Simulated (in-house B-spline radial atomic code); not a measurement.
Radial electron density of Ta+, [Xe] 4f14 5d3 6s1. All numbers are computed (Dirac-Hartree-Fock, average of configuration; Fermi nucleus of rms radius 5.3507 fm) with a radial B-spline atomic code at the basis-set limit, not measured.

Columns: r (bohr), 4πr²n(r) (electrons per bohr), bar.

```
 0.00054    2.763 #
0.000677    3.981 #
0.000849    5.705 ##
 0.00106    8.065 ###
 0.00133    11.39 ####
 0.00167    15.95 #####
  0.0021    22.08 #######
 0.00263    29.92 ##########
  0.0033    39.84 #############
 0.00413    51.61 #################
 0.00518       65 ######################
 0.00649    78.77 ##########################
 0.00814    91.24 ##############################
  0.0102      100 #################################
  0.0128    103.2 ##################################
   0.016    100.4 ##################################
  0.0201     94.3 ###############################
  0.0252    91.08 ##############################
  0.0316    97.04 ################################
  0.0396    112.8 ######################################
  0.0497    129.2 ###########################################
  0.0623    131.8 ############################################
  0.0781    117.4 #######################################
  0.0979    103.2 ##################################
   0.123    108.5 ####################################
   0.154    121.3 ########################################
   0.193      110 #####################################
   0.242     76.8 ##########################
   0.303       61 ####################
    0.38    70.44 ########################
   0.477    70.81 ########################
   0.598    50.12 #################
   0.749    29.05 ##########
    0.94    18.52 ######
    1.18     13.1 ####
    1.48    8.112 ###
    1.85     4.23 #
    2.32    2.097 #
    2.91     1.11 
    3.65   0.5478 
    4.57   0.2053 
    5.74  0.04862 
    7.19 0.006552 
    9.01 0.0004217 
    11.3 1.06e-05
```

On this grid the curve has 4 maxima, near 0.0128, 0.0623, 0.154, 0.477 bohr.

The 5d3/2 radial function P(r) = rR(r), positive near the nucleus, with its small component Q(r) (sign convention: Q ≈ (P' + κP/r)/2c):

```
r (bohr)          P           Q
 0.00649  0.0008151    0.001602
  0.0102   0.002524    0.003442
   0.016   0.007644     0.00694
  0.0252    0.02216     0.01279
  0.0396    0.05761     0.02018
  0.0623     0.1254     0.02471
  0.0979     0.1998     0.01855
   0.154     0.1648   0.0003117
   0.242   -0.08834    -0.01341
    0.38    -0.3192   -0.007049
   0.598   -0.08373     0.00547
    0.94     0.4626    0.007865
    1.48     0.7494    0.003941
    2.32     0.5993   0.0008578
    3.65     0.2739  -0.0001196
    5.74    0.05924  -9.389e-05
    9.01   0.003909  -9.233e-06
```
